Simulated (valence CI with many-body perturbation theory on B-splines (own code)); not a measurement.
Which ion has this spectrum?

A relativistic CI+MBPT calculation for an atom or ion with 14 electrons gives these levels (cm⁻¹):

```tsv
J	Parity	E	g
0	even	0.0	
1	even	87.6	1.50
2	even	241	1.50
2	even	6349	1.00
0	even	15481	
2	odd	33207	2.00
0	odd	39717	
1	odd	39800	1.50
2	odd	39996	1.50
1	odd	41036	1.01
1	odd	45240	0.50
2	odd	45257	1.17
3	odd	45287	1.33
1	even	47312	0.99
```

The energies are calculated, with errors of about 36 cm⁻¹, more in some levels.

**Question.** Which is it?
A. Cl3+
B. S2+
C. Si
D. P+

**Answer.** C. Si, ground level 3s2 3p2 3P_0.
